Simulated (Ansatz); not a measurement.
`Br[SiH](Br)Br` → 3 Br• + H• + Si•  (atomization)

Calculated with Ansatz (gas phase, PBE0-D4/def2-TZVP geometries, no zero-point term in ΔE). CBS: MP2 limit from def2 TZ/QZ plus the TZ coupled-cluster correction, frozen cores. This one scheme is used for every species, atoms too. Functionals use def2-TZVPP. No spin–orbit coupling; open shells (•) take unrestricted orbitals. Spin–orbit coupling would lower the free atoms: a little for Si; clearly for Br. Bonds to Br are less sure, by a few kJ/mol each and by 10 to 20 or more in all where they break to atoms, as the def2 sets lack core-valence functions. Scalar relativity is left out up to krypton.

`Br[SiH](Br)Br`:

```xyz
5

Br   -2.107   -0.126   -0.449
Si    0.041   -0.128    0.018
Br    1.170    0.765   -1.644
Br    0.407    1.005    1.866
H     0.488   -1.516    0.210
```

**Question.** What is ΔE at CCSD(T)/CBS? (An estimate is asked.)

**Answer.** The calculation gave: +1399.2 kJ/mol.

**Question.** What do these levels give: revPBE-D4, BLYP-D4, r2SCAN-D4, B97M-V, B2PLYP, revPBE, r2SCANh, HF/def2-SVP, MP2/def2-SVP, HF/def2-TZVPP, MP2/def2-QZVPP, HF/CBS(def2)? (An estimate is asked.)

**Answer.** Ansatz gave: revPBE-D4 1350.8, BLYP-D4 1329.2, r2SCAN-D4 1394.4, B97M-V 1371.5, B2PLYP 1333.2, revPBE 1302.9, r2SCANh 1380.2, HF/def2-SVP 971.0, MP2/def2-SVP 1282.9, HF/def2-TZVPP 996.7, MP2/def2-QZVPP 1427.2, HF/CBS(def2) 997.3 kJ/mol.

Largest T1 diagnostic among the species: 0.012.

In def2-TZVPP, CCSD(T) changes the Hartree–Fock value by +330.7 kJ/mol (the triples alone add +31.4 kJ/mol) and MP2 by +389.1 kJ/mol; breaking electron pairs costs correlation energy, which Hartree–Fock lacks. From r2SCAN to r2SCAN0 (25 % exact exchange), in def2-TZVPP and without D4, ΔE moves by −23.3 kJ/mol: exact exchange takes away binding that semilocal exchange gives to molecules. The D4 term adds +35.8 kJ/mol with B3LYP and +18.4 kJ/mol with PBE0; it sums over pairs of atoms, weighted by their polarisabilities, and B3LYP, whose exchange is more repulsive, gets the larger term.

B3LYP here is the variant with VWN-RPA as its local correlation; programs differ in this.

For atomizations the MP2-based limit and the directly extrapolated one differ by several kJ/mol either way, and by 10 to 25 for some Ge, Se and Sn compounds, so smaller differences from it don't rank the levels.
